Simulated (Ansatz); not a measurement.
Input for Ansatz (a program for electronic structure): R-wB97M-V/def2-TZVPPD on AsH3 (SMILES [AsH3]). Files ending in .json are basis or fitting sets from the Basis Set Exchange.

Ansatz 0.2 input:
```yaml
crystal:
  periodic: [false, false, false]
  atoms:
    - {symbol: As, position_ang: [-1.06260282, 0.09698806, 0.03373008]}
    - {symbol: H, position_ang: [-1.29127720, -0.99052398, 1.07702425]}
    - {symbol: H, position_ang: [0.45066429, 0.01749781, 0.19945999]}
    - {symbol: H, position_ang: [-1.04474401, -0.92352515, -1.10251459]}
basis:
  gaussian:
    orbitals: def2-TZVPPD.json
hamiltonian:
  xc: {name: wB97M-V}
scf: {lower_state_search: off}
```

What total energy does the run end on?

-2237.5216 hartree.
